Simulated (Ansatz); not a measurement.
The inner images of a band of BH4N + BrH (8 atoms, charge 0, multiplicity 1) are given out of order.

All numbers below come from Ansatz, RHF/def2-SVP.

Image 0:

```xyz
8
Properties=species:S:1:pos:R:3
B 0.075 -0.585 0.197
N 0.032 -0.251 1.550
H -0.806 -0.295 2.094
H 0.853 -0.080 2.094
H 1.131 -0.583 -0.375
H -0.945 -0.854 -0.375
Br -0.481 3.685 1.543
H -0.301 2.295 1.387
```

Image 6:

```xyz
8
Properties=species:S:1:pos:R:3
B 0.000 0.435 0.204
N -0.144 0.162 1.810
H -0.296 -0.818 1.995
H 0.690 0.456 2.295
H 0.974 -0.170 -0.165
H -1.048 0.120 -0.298
Br 0.299 2.464 0.086
H -0.918 0.685 2.189
```

Put them in order from the first end to the last, with their energies above the first end.
A.
```xyz
8
Properties=species:S:1:pos:R:3
B 0.042 -0.328 0.274
N 0.017 -0.138 1.664
H -0.811 -0.254 2.212
H 0.848 -0.038 2.211
H 1.090 -0.254 -0.304
H -0.988 -0.523 -0.305
Br -0.409 3.104 0.946
H -0.232 1.765 1.418
```
B.
```xyz
8
Properties=species:S:1:pos:R:3
B 0.014 0.400 0.197
N -0.111 0.180 1.827
H -0.673 -0.625 2.054
H 0.793 0.072 2.260
H 1.078 -0.044 -0.150
H -0.962 -0.100 -0.302
Br -0.034 2.455 0.006
H -0.548 0.996 2.225
```
C.
```xyz
8
Properties=species:S:1:pos:R:3
B 0.009 0.153 0.205
N -0.054 0.176 1.786
H -0.845 -0.295 2.191
H 0.801 -0.079 2.251
H 1.101 -0.080 -0.225
H -0.954 -0.344 -0.303
Br -0.314 2.619 0.321
H -0.189 1.184 1.892
```
D.
```xyz
8
Properties=species:S:1:pos:R:3
B 0.031 -0.229 0.246
N -0.025 0.167 1.686
H -0.823 -0.156 2.210
H 0.825 0.058 2.216
H 1.099 -0.263 -0.272
H -0.989 -0.533 -0.280
Br -0.389 2.986 0.780
H -0.172 1.302 1.531
```
E.
```xyz
8
Properties=species:S:1:pos:R:3
B 0.056 -0.438 0.244
N 0.034 -0.275 1.630
H -0.795 -0.385 2.178
H 0.864 -0.166 2.178
H 1.102 -0.358 -0.338
H -0.974 -0.631 -0.339
Br -0.454 3.482 1.162
H -0.276 2.103 1.402
```

E (+0.3 kcal/mol), A (+4.1 kcal/mol), D (+20.1 kcal/mol), C (+8.3 kcal/mol), B (-8.5 kcal/mol).

Run time: 2.2 min on 1 thread of Intel(R) Xeon(R) Platinum 8259CL CPU @ 2.50GHz (Skylake/Cascade Lake), on a shared host, peak memory 0.18 GiB.
